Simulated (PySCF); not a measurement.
Structure problem from calculated spectra and properties.

Formula: C4H12B2N2.

| Item | Value |
| --- | --- |
| Rotational structure | rotational constants A, B, C: 4.681, 1.252, 1.032 GHz [PBE0-D3(BJ)/def2-SVP] |
| 1H NMR | chemical shifts (computed TMS as zero) by class: 5.14 (1 H), 4.99 (2 H), 4.29 (1 H), 2.99 (4 H), 1.50 (4 H) ppm [GIAO HF/pcSseg-1] |
| NMR, other nuclei | isotropic shieldings of nuclei other than C and H, by class: 70 (1 B), 83 (1 B), 127 (1 N), 178 (1 N) ppm [GIAO HF/pcSseg-1] |
| 13C NMR | chemical shifts (computed TMS as zero) by class: 46.7 (2 C), 26.2 (2 C) ppm [GIAO HF/pcSseg-1] |
| Valence photoelectron | vertical ionisation energy: 8.57 eV [ΔSCF B3LYP/def2-SVPD] |
| UV, first state | lowest singlet excitation: 5.33 eV (233 nm, f = 0.174) [TDDFT B3LYP/def2-SVPD] |

Electronic properties: PySCF, gas phase, density fitting. Levels stand in brackets. The structure is a single PBE0-D3(BJ)/def2-SVP conformer in the gas phase; no vibrational or solvent corrections. Each NMR value is the plain mean over a class of atoms that symmetry, rotation or inversion makes alike.

Question: Propose a structure and show how it fits.

Answer: Numbering: `[BH2:1][NH:2][BH:3][N:4]1[CH2:5][CH2:6][CH2:7][CH2:8]1`. 4 carbons fall into 2 classes; from least to most shielded: ring sp3 carbon bound to nitrogen [C5/C8] (46.7 ppm, 2 C), ring CH2 carbon [C6/C7] (26.2 ppm, 2 C). Hydrogen classes from least to most shielded: 1 H on a boron-bound nitrogen, N2 (5.14 ppm), 2 H on a three-coordinate boron, B1 (4.99 ppm), 1 H on a three-coordinate boron, B3 (4.29 ppm), 4 H on 2 like atoms (sp3 carbon bound to nitrogen), C5/C8 (2.99 ppm), 4 H on 2 ring CH2 carbons, C6/C7 (1.50 ppm). The other shieldings belong to: 70 ppm, three-coordinate boron [B1]; 83 ppm, three-coordinate boron [B3]; 127 ppm, boron-bound nitrogen [N2]; 178 ppm, boron-bound nitrogen [N4]. S1 is mainly HOMO→LUMO (weight 0.99); the largest Löwdin shares of the orbital it empties are 0.45 on a boron-bound nitrogen, 0.09 on an sp3 carbon bound to nitrogen, 0.09 on a boron-bound nitrogen and 0.09 on a three-coordinate boron, of the orbital it fills 0.40 on a three-coordinate boron, 0.16 on a boron-bound nitrogen, 0.15 on a three-coordinate boron and 0.08 on a B–H hydrogen. The optimised geometry has point group C1 and is an asymmetric top. Structure: `BNBN1CCCC1`. The assignments are read from this structure; whether some other isomer fits the data as well wasn't checked.
